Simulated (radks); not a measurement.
Results of a calculation; reference values are marked as such.
Problem. All-electron atom: Ge4- in [Kr]. Code: a radial shooting solver on a logarithmic mesh with Libxc functionals. Model: scalar-relativistic Kohn-Sham, LDA (Slater exchange, VWN5 correlation), spin-polarised, spherical densities, point nucleus; Watson sphere of charge +4 and radius 4.68 bohr. Some entries of the table are withheld. Estimate them.

orbital,occ.,eigenvalue (eV),<r> (bohr),<r^2> (bohr^2)
1s,2,(1),(2),0.002981
2s,2,-1366.377,(3),0.05221
2p,6,-1194.979,0.1839,0.04144
3s,2,-164.6584,(4),(5)
3p,6,-112.3017,0.6478,0.4945
3d,10,-26.4771,0.7381,0.7019
4s,2,-9.8714,2.339,6.536
4p,6,-3.8342,3.942,(6)

Solution. 
(1) 1s eigenvalue (eV): -10938.06
(2) 1s <r> (bohr): 0.04707
(3) 2s <r> (bohr): 0.2104
(4) 3s <r> (bohr): 0.6254
(5) 3s <r^2> (bohr^2): 0.4515
(6) 4p <r^2> (bohr^2): 18.47
